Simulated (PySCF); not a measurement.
## Ionising TlS

UHF-CCSD(T); PySCF, scalar-relativistic core potentials, basis sets Tl def2-SVPD with ECP60, S def2-SVPD. Neutral (UHF): doublet (π ↑), Re = 2.661 Å, ωe = 257 cm⁻¹, De = 2.68 eV.

TlS⁺ (UHF): triplet (π ↑↑), Re = 3.296 Å, ωe = 105 cm⁻¹. The energies at the minima are -569.16432 hartree for TlS and -568.88876 for TlS⁺.

(1) Work out the adiabatic ionisation energy, without and with harmonic zero-point energies (1 hartree = 27.2114 eV, 1 eV = 8065.5 cm⁻¹), and the change of the bond length.

TlS⁻ (RHF): singlet (closed shell), Re = 2.463 Å, ωe = 327 cm⁻¹. The energies at the minima are -569.16432 hartree for TlS and -569.24920 for TlS⁻.

(2) Work out the adiabatic electron affinity, without and with harmonic zero-point energies (1 hartree = 27.2114 eV, 1 eV = 8065.5 cm⁻¹), and the change of the bond length.

Correlated steps freeze 9 core orbitals. Correlated levels converge slowly with the basis: in double zeta they bind strong bonds too weakly, by up to about 1 eV, and carry superposition errors of some tenths. These are scalar-relativistic numbers at best; spin–orbit coupling would shift them, the dissociation energy most. The CCSD T1 diagnostic is raised in TlS⁻, a sign that a single reference may not be enough there. States were picked by a PBE0 search and need not be the measured ground states.

Neutral and ion stand on different kinds of reference determinant, which adds to the error of the difference.

Results:

(1) At UHF-CCSD(T): 0.27556 hartree = 7.498 eV between the minima; the zero-point term (105.0 − 257.0)/2 cm⁻¹ = -0.009 eV makes it 7.489 eV. Re changes by +63.5 pm against the neutral. The electron leaves a π orbital, and the ion is left as a loose complex of an ion and an atom.

(2) At CCSD(T): 0.08488 hartree = 2.310 eV between the minima; the zero-point term (257.0 − 327.0)/2 cm⁻¹ = -0.004 eV makes it 2.305 eV. Re changes by -19.8 pm against the neutral. The electron enters a π orbital, and the shorter bond of the ion fits a bonding orbital, or a change in how ionic the bond is.
